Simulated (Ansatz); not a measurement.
Geometry optimisation, RKS CAM-B3LYP-D4/STO-3G (Ansatz 0.2.0).

The input (input.yaml):

```yaml
crystal:
  periodic: [false, false, false]
  atoms:
    - { symbol: Si, position_ang: [0.0, 0.0, 0.0] }
    - { symbol: C, position_ang: [0.0, 0.0, 1.87] }
    - { symbol: H, position_ang: [-0.9996, -0.3092, 2.2405] }
    - { symbol: H, position_ang: [0.7676, -0.7111, 2.2405] }
    - { symbol: H, position_ang: [0.232, 1.0203, 2.2405] }
    - { symbol: "N", position_ang: [1.7163, 0.0, -0.6061] }
    - { symbol: C, position_ang: [2.4072, -1.273, -0.8567] }
    - { symbol: H, position_ang: [1.7433, -1.947, -1.4373] }
    - { symbol: H, position_ang: [3.3364, -1.083, -1.4334] }
    - { symbol: H, position_ang: [2.6645, -1.7518, 0.1112] }
    - { symbol: C, position_ang: [2.4114, 1.273, -0.8449] }
    - { symbol: H, position_ang: [3.0382, 1.1875, -1.757] }
    - { symbol: H, position_ang: [1.6647, 2.0824, -0.9844] }
    - { symbol: H, position_ang: [3.0569, 1.5118, 0.0259] }
    - { symbol: Cl, position_ang: [-1.0032, 1.7381, -0.7093] }
    - { symbol: "N", position_ang: [-0.8572, -1.4851, -0.6061] }
    - { symbol: C, position_ang: [-1.5991, -2.3398, 0.332] }
    - { symbol: H, position_ang: [-1.2218, -2.1735, 1.3626] }
    - { symbol: H, position_ang: [-2.6791, -2.0872, 0.2887] }
    - { symbol: H, position_ang: [-1.4574, -3.4051, 0.0541] }
    - { symbol: C, position_ang: [-0.8082, -1.8308, -2.034] }
    - { symbol: H, position_ang: [-1.6103, -1.2865, -2.5747] }
    - { symbol: H, position_ang: [0.1794, -1.5432, -2.4511] }
    - { symbol: H, position_ang: [-0.9565, -2.9241, -2.1559] }
basis:
  gaussian: { orbitals: STO-3G }
hamiltonian:
  xc: cam_b3lyp
  dispersion: d4
relax:
  f_tol: 0.02
  max_steps: 40
```

Launched with:

```bash
$ ansatz run input.yaml --threads 2 --pin off --max-ram 3072MiB --backend cpu --events-out ev --progress --plain --runs-dir out
```

Question: Where does it end, and by what steps?

Answer: The run converged. Limits of this set-up: minimal basis. After 13 steps the energy has fallen by 0.792 eV; H10 moved furthest, 0.80 Å.

```json
{"step": "0", "energy less start (eV)": "0.0000", "largest force component (eV/Å)": "3.324", "accepted": "yes"}
{"step": "1", "energy less start (eV)": "-0.5343", "largest force component (eV/Å)": "1.093", "accepted": "yes"}
{"step": "2", "energy less start (eV)": "-0.6631", "largest force component (eV/Å)": "0.367", "accepted": "yes"}
{"step": "3", "energy less start (eV)": "-0.7075", "largest force component (eV/Å)": "0.562", "accepted": "yes"}
{"step": "4", "energy less start (eV)": "-0.7576", "largest force component (eV/Å)": "0.338", "accepted": "yes"}
{"step": "5", "energy less start (eV)": "-0.7751", "largest force component (eV/Å)": "0.284", "accepted": "yes"}
{"step": "6", "energy less start (eV)": "-0.7582", "largest force component (eV/Å)": "0.406", "accepted": "no"}
{"step": "7", "energy less start (eV)": "-0.7844", "largest force component (eV/Å)": "0.060", "accepted": "yes"}
{"step": "8", "energy less start (eV)": "-0.7732", "largest force component (eV/Å)": "0.232", "accepted": "no"}
{"step": "9", "energy less start (eV)": "-0.7887", "largest force component (eV/Å)": "0.022", "accepted": "yes"}
{"step": "10", "energy less start (eV)": "-0.7900", "largest force component (eV/Å)": "0.043", "accepted": "yes"}
{"step": "11", "energy less start (eV)": "-0.7910", "largest force component (eV/Å)": "0.031", "accepted": "yes"}
{"step": "12", "energy less start (eV)": "-0.7916", "largest force component (eV/Å)": "0.036", "accepted": "yes"}
{"step": "13", "energy less start (eV)": "-0.7918", "largest force component (eV/Å)": "0.020", "accepted": "yes"}
```

```xyz
24
Properties=species:S:1:pos:R:3
Si 0.071 -0.167 0.017
C 0.151 -0.133 1.879
H -0.843 -0.014 2.319
H 0.590 -1.058 2.265
H 0.768 0.704 2.220
N 1.569 -0.025 -0.853
C 2.513 -1.168 -0.760
H 1.943 -2.109 -0.728
H 3.170 -1.186 -1.646
H 3.162 -1.123 0.137
C 2.265 1.282 -0.924
H 2.930 1.304 -1.803
H 1.519 2.084 -1.030
H 2.884 1.494 -0.029
Cl -1.036 1.552 -0.545
N -0.639 -1.644 -0.523
C -1.783 -2.243 0.209
H -1.639 -2.128 1.294
H -2.754 -1.786 -0.063
H -1.845 -3.320 -0.018
C -0.732 -1.868 -1.990
H -1.657 -1.445 -2.426
H 0.132 -1.393 -2.479
H -0.716 -2.948 -2.210
```

Whether the end is a true minimum wasn't checked by a vibrational analysis.

Time of the run: 4.5 min on 2 threads of Intel(R) Xeon(R) Processor @ 2.50GHz (Skylake/Cascade Lake), with other jobs on the host, peak memory 0.27 GiB.
